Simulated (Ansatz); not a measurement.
One change: `[AlH2][CH2][CH2][GeH3]` becomes `C#CC[CH2][GeH3]`.

Ansatz, PBE0-D4/def2-TZVP geometries, multiplicity 1. Each molecule was computed in one conformer, which needn't be the lowest.

Scalar relativity is left out up to krypton.

| property | `[AlH2][CH2][CH2][GeH3]` |
| --- | --- |
| size of the dipole moment (PBE/def2-TZVPP) / D | 0.23 |
| HOMO–LUMO gap (B3LYP/def2-TZVPP) / eV | 5.33 |
| size of the dipole moment (B3LYP/def2-TZVPP) / D | 0.27 |
| size of the dipole moment (ωB97M-V/def2-TZVPP) / D | 0.21 |
| LUMO energy (B3LYP/def2-TZVPP) / eV | -1.66 |
| HOMO–LUMO gap (ωB97M-V/def2-TZVPP) / eV | 9.45 |

Question: Give the same properties after the change, and the shifts. (Best estimate.)

Answer: Ansatz gave: 
```tsv
property	`C#CC[CH2][GeH3]`	shift
size of the dipole moment (PBE/def2-TZVPP) / D	0.19	-0.04
HOMO–LUMO gap (B3LYP/def2-TZVPP) / eV	7.75	2.42
size of the dipole moment (B3LYP/def2-TZVPP) / D	0.19	-0.08
size of the dipole moment (ωB97M-V/def2-TZVPP) / D	0.21	0.00
LUMO energy (B3LYP/def2-TZVPP) / eV	0.25	1.91
HOMO–LUMO gap (ωB97M-V/def2-TZVPP) / eV	12.11	2.66
```

With PBE0 the HOMO falls by 0.55 eV and the LUMO rises by 1.95 eV, so the gap widens by about 2.50 eV. PBE moves the HOMO by -0.49 eV and ωB97M-V by -0.67 eV. Dipoles are sizes alone; their direction can turn.

B3LYP here is the variant with VWN-RPA as its local correlation; programs differ in this.
